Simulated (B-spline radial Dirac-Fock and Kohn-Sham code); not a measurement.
## Binding energies of Ta⁷⁺ at several levels of theory

System: the Ta⁷⁺ ion, configuration [Kr] 4d10 4f13 5s2 5p5.

The density-functional columns are spherical, spin-unpolarised Dirac-Kohn-Sham results without Breit or QED terms: −ε is minus the orbital energy of the initial state and ΔSCF the difference of two total energies. The reference in the last column comes from Dirac-Fock (average of configuration) total-energy differences with a finite nucleus, the Breit interaction including its frequency dependence, and self-energy and vacuum-polarisation corrections. All numbers are from a radial atomic solver, in eV; a selection of levels is shown. The Kohn-Sham columns are given as differences from the reference. For the 1s level of heavy atoms much of the gap between ΔSCF and the reference is the Breit and QED part, -333.7 eV here; for other levels the error of the functional can be larger.

```csv
level,PBE −ε − DF,PBE ΔSCF − DF,LDA −ε − DF,LDA ΔSCF − DF,Dirac-Fock
K,-169.4,+380.4,-226.3,+321.7,67530.6
L1,-153.5,-50.8,-161.6,-58.6,11808.8
L2,-111.6,+19.8,-115.2,+16.3,11257.3
L3,-125.9,-12.0,-128.2,-14.1,10001.5
M1,-82.9,-50.8,-85.1,-52.9,2835.7
M2,-67.0,-32.7,-67.8,-33.4,2592.8
M3,-66.6,-35.1,-67.0,-35.4,2319.0
M4,-45.8,-8.4,-45.5,-8.2,1914.3
M5,-47.0,-10.7,-46.7,-10.3,1855.9
N1,-45.2,-28.6,-46.2,-29.6,690.8
N2,-38.1,-21.5,-38.4,-21.9,589.9
N4,-26.2,-10.5,-26.2,-10.5,360.5
N5,-26.2,-10.7,-26.2,-10.7,348.8
"N6,7",-11.4,+3.0,-11.0,+3.4,140.1
O1,-11.7,-1.6,-11.3,-1.1,181.2
"O2,3",-7.6,+1.7,-7.1,+2.1,140.7
```

Values without a named source are computed, but for edge energies of neutral atoms, which are taken from tables.
